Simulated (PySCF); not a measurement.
Isomers of C2H6N2. All species are isolated molecules in the gas phase. One relaxed conformer stands for each flexible species; it need not be the lowest. Strings in code marks are SMILES.

Computed with TPSSh-D3(BJ)/def2-TZVP // B3LYP-D3(BJ)/def2-TZVP (PySCF). All candidates: neutral, multiplicity 1. Delta-SCF ions had no search for a lower state. Excitations are Tamm–Dancoff values on a coarser integration grid. The basis has no diffuse functions, so Rydberg states are missing or too high.

```json
{
 "S1 excitation (TDA)": "6.13 eV",
 "T1 excitation (TDA)": "4.85 eV",
 "vertical ionisation energy (Delta-SCF)": "8.82 eV"
}
```

**Question.** Say which member has these values.
(A) `C=C(N)N`
(B) `[H]/N=C(/C)N`
(C) `C1NCN1`
(D) `[H]/N=C\NC` (C–N–C–N torsion 6°)

**Answer.** D, `[H]/N=C\NC` (C–N–C–N torsion 6°). The others give `[H]/N=C(/C)N`: 6.19 eV, 4.94 eV, 9.12 eV; `C1NCN1`: 5.68 eV, 5.42 eV, 8.13 eV; `C=C(N)N`: 5.29 eV, 4.31 eV, 7.72 eV
